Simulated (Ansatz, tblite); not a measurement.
Removing and adding an electron: Cu₄Te₂ (the lowest singlet isomer of a short search). The state is a singlet with charge 0. Geometry: PBE-D4/def2-SVP. Ansatz, gas phase; energy differences of separate SCF runs; the oxidised species was run as a doublet alone; the reduced species was run as a doublet alone.

```xyz
6

Cu    0.760   -1.266   -1.581
Cu   -0.763    0.486   -0.946
Cu   -0.882    0.367    1.443
Cu    1.245    0.016    0.399
Te    0.304    2.397    0.380
Te   -0.664   -2.000    0.306
```

In the def2 sets Te takes a core potential; there is no spin–orbit coupling. The xTB rows come from tblite. Another isomer (singlet) lies 0.05 eV lower at PBE0-D4/def2-TZVP; other spin states weren't run for this one.

```
           level  −HOMO (eV)  vertical IE (eV)  −LUMO (eV)  vertical EA (eV)  HOMO–LUMO gap (eV)  IE − EA (eV)                       remarks
        GFN1-xTB       10.53             13.02        9.21              6.71                1.33          6.30                             –
        GFN2-xTB        8.61             11.19        6.13              4.06                2.48          7.13                             –
 PBE-D4/def2-SVP        4.45              6.86        3.47              1.47                0.98          5.39  HOMO above zero (-1 doublet)
PBE0-D4/def2-SVP        5.49              7.11        2.83              1.47                2.65          5.64                             –
```

   A HOMO above zero means that the electron is unbound at that level or that self-interaction error raises the level; the energy of removing that electron tells which. Raw xTB energy differences between charge states are shifted by several eV; the methods need an empirical correction for them. Sets without diffuse functions give affinities that are too small.
